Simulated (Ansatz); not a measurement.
Total energies of C2H3NSSi, SMILES `N#C[SiH]1CS1`.

```tsv
atom	x (Å)	y (Å)	z (Å)
N1	-0.8946	2.7801	-0.7124
C2	-0.4914	1.8250	-0.2096
Si3	0.1321	0.3063	0.6109
C4	0.0333	-1.2515	-0.3464
S5	1.7867	-0.6203	-0.2160
H6	-0.0876	0.3878	2.0633
H7	-0.3546	-1.2342	-1.3601
H8	-0.1240	-2.1932	0.1703
```

Charge 0, multiplicity 1. All single points use the PBE0-D4/def2-TZVP geometry. Basis def2-TZVPP, Ansatz.

RPA on PBE orbitals: Hartree–Fock energy of these orbitals -818.40970 Eh, correlation -1.27657 Eh (frozen core).

| functional | energy without D4 (Eh) | D4 term (kJ/mol) |
| --- | --- | --- |
| HSE06 (plane-wave form) | -820.07817 | -16.1 |
| BHLYP | -820.43375 | -26.7 |

Task: Give the same for LDA (SPW92), PBE, revPBE, BLYP, r2SCAN, B97M-V, PBE0, B3LYP, r2SCANh, r2SCAN0, CAM-B3LYP, LC-ωPBE, ωB97X-V, ωB97M-V, B2PLYP, PBE-QIDH. (Estimate.)

Result: Ansatz gave: 
```tsv
functional	energy without D4 (Eh)	D4 term (kJ/mol)
LDA (SPW92)	-816.82877	–
PBE	-820.03687	-20.3
revPBE	-820.35284	-57.7
BLYP	-820.47489	-44.4
r2SCAN	-820.39007	-4.8
B97M-V	-820.34067	–
PBE0	-820.09895	-17.2
B3LYP	-820.55539	-33.1
r2SCANh	-820.37781	-5.2
r2SCAN0	-820.36056	-5.7
CAM-B3LYP	-820.46343	-17.6
LC-ωPBE	-820.20865	–
ωB97X-V	-820.37080	–
ωB97M-V	-820.43577	–
B2PLYP	-820.16769	–
PBE-QIDH	-819.90683	–
```

B3LYP takes the VWN-RPA correlation (the form of Gaussian; ORCA's B3LYP/G). HSE06 is the plane-wave form, built on full-range PBE exchange. The double hybrids freeze the cores in their second-order part.

LC-ωPBE has ω = 0.4 bohr⁻¹.
